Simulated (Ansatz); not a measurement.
Basis sets compared for W2S4⁻ (the lowest doublet isomer of a short search). Charge -1, multiplicity 2. Geometry PBE-D4/def2-SVPD. Ansatz on 4 threads of Arm Neoverse V2 on a shared host; times are rough, and most runs start from earlier orbitals.

```tsv
atom	x (Å)	y (Å)	z (Å)
W1	0.706	0.159	0.977
W2	-1.096	-0.260	-0.462
S3	2.568	0.853	0.034
S4	-0.041	-2.075	0.655
S5	-0.734	0.081	-2.605
S6	-1.404	1.242	1.400
```

In the def2 sets W takes a core potential; there is no spin–orbit coupling. At PBE0-D4/def2-SVPD, PBE0-D4/def2-TZVPD the charge -1 doublet is spin-contaminated (final ⟨S²⟩ up to 0.90, 0.75 for a pure state). The structure comes from a short search, and lower isomers may exist.

| level | functions | energy (Eh) | HOMO (eV) | LUMO (eV) | wall time |
| --- | --- | --- | --- | --- | --- |
| PBE-D4/def2-SVPD | 178 | -1726.2085 | -1.05 | -0.80 | 8 s |
| PBE0-D4/def2-SVPD | 178 | -1726.1897 | -1.96 | -0.13 | 15 s |

**Question.** Estimate the rows for PBE-D4/def2-TZVPD, PBE0-D4/def2-TZVPD (with forces).

**Answer.** 
| level | functions | energy (Eh) | HOMO (eV) | LUMO (eV) | wall time |
| --- | --- | --- | --- | --- | --- |
| PBE-D4/def2-TZVPD | 270 | -1726.7719 | -0.99 | -0.73 | 13 s |
| PBE0-D4/def2-TZVPD (with forces) | 270 | -1726.7524 | -1.89 | -0.03 | 83 s |
